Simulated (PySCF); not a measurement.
## Ba: excitation energy

Ba [Xe] 6s2 (1S) → Ba [Xe] 6s1 6p1 (3P), as a difference of total energies. Computed with PySCF 2.14 in x2c-TZVPPall with one added diffuse shell each of s, p, d type (12s8p7d2f1g, 94 functions), with scalar relativity by spin-free X2C-1e. Correlated levels: valence: [Xe] frozen. The calculations carry no spin-orbit coupling.

| method | excitation energy (eV) |
| --- | --- |
| UHF | 0.794 |
| MP2 (valence) | 1.221 |
| SCS-MP2 (valence) | 1.339 |
| CCSD (valence) | 1.347 |

Q: How much does correlation contribute at MP2 (valence)?

A: 1.221 − (0.794) = 0.427 eV, measured against UHF.

Errors of the correlated levels include the incompleteness of this basis and the frozen core.

With two correlated electrons CCSD is exact in that space.

For comparison: 1.622 eV (measured; NIST levels, between the centres of gravity of the two terms).
